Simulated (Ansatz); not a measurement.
Geometry optimisation, Ansatz, RKS B3LYP-D4/def2-SVP.

Input:

```yaml
crystal:
  periodic: [false, false, false]
  atoms:
    - { symbol: Ge, position_ang: [0.1729, -0.009196, 0.152492] }
    - { symbol: Ge, position_ang: [0.236606, 0.007771, 2.562626] }
    - { symbol: H, position_ang: [-1.100744, -0.509256, 3.167164] }
    - { symbol: H, position_ang: [1.348037, -0.905291, 3.120439] }
    - { symbol: H, position_ang: [0.437779, 1.435784, 3.109272] }
    - { symbol: H, position_ang: [1.643084, -0.056279, -0.327666] }
    - { symbol: H, position_ang: [-0.479543, 1.266033, -0.400687] }
    - { symbol: H, position_ang: [-0.547671, -1.26118, -0.376471] }
    - { symbol: Br, position_ang: [-3.344119, 0.204482, 0.924981] }
    - { symbol: H, position_ang: [-2.46893, -0.172867, 2.09025] }
basis:
  gaussian: { orbitals: def2-SVP }
hamiltonian:
  xc: b3lyp
  dispersion: d4
relax:
  f_tol: 0.03
  max_steps: 50
```

Command:

```bash
$ ansatz run input.yaml --threads 4 --pin off --max-ram 5120MiB --backend cpu --events-out ev --progress --plain --runs-dir out
```

Q: Where does it end, and by what steps?

A: The run converged. The force dipped under the threshold on the way, but the program's further checks kept it going. After 5 steps the energy has fallen by 0.113 eV; H10 moved furthest, 0.36 Å.

```csv
step,energy less start (eV),largest force component (eV/Å),accepted
0,0.0000,1.100,yes
1,-0.1008,0.266,yes
2,-0.1101,0.095,yes
3,-0.1007,0.288,no
4,-0.1125,0.013,yes
5,-0.1131,0.029,yes
```

```xyz
10
Properties=species:S:1:pos:R:3
Ge 0.293 -0.014 0.130
Ge 0.300 0.011 2.571
H -1.055 -0.489 3.127
H 1.397 -0.917 3.135
H 0.529 1.436 3.116
H 1.751 -0.029 -0.379
H -0.414 1.239 -0.420
H -0.425 -1.276 -0.387
Br -3.654 0.235 1.022
H -2.824 -0.195 2.107
```

Whether the end is a true minimum wasn't checked by a vibrational analysis.

Run time: 18 s on 4 threads of Arm Neoverse V1, on a shared host, peak memory 0.4 GiB.
